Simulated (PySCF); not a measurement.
## A survey of ³¹P NMR shifts

PySCF calculation with geometry: GFN2-xTB and σ from GIAO-PBE0/pcSseg-1; gas phase, one averaged value for each set of equivalent atoms, one computed conformer, non-relativistic Hamiltonian.

Shieldings were converted by a linear fit to measured shifts: ³¹P (scatter 18.1 ppm rms vs H3PO4, solution or neat liquid). Occasional misses reach two or three times the rms, and more in compound classes unlike the fitted ones.

Task: Give the ³¹P shifts of `C=C[Si@H](P)C1CCCC1`, `C=C1C[Si@@H](P)[C@H]1C(C)C`, `CCCC1=CC[Si@H](P)C1`, `CCC#C[Si@H](P)C(C)C`, `C=CC(=C)[Si@H](P)CCC`, `C=C1C[Si@@H](P)[C@@H]1C(C)C`, `C=C[Si@@]1(P)CC[C@@H]1CC`, `C=C[Si@@]1(P)CC[C@H]1CC`.

Result: 
```tsv
compound	environment	δ (ppm)
C=C[Si@H](P)C1CCCC1	phosphorus bonded to Si, 2 H	-251.0
C=C1C[Si@@H](P)[C@H]1C(C)C	phosphorus bonded to Si, 2 H	-233.3
CCCC1=CC[Si@H](P)C1	phosphorus bonded to Si, 2 H	-243.5
CCC#C[Si@H](P)C(C)C	phosphorus bonded to Si, 2 H	-237.0
C=CC(=C)[Si@H](P)CCC	phosphorus bonded to Si, 2 H	-251.8
C=C1C[Si@@H](P)[C@@H]1C(C)C	phosphorus bonded to Si, 2 H	-238.2
C=C[Si@@]1(P)CC[C@@H]1CC	phosphorus bonded to Si, 2 H	-226.3
C=C[Si@@]1(P)CC[C@H]1CC	phosphorus bonded to Si, 2 H	-234.0
```
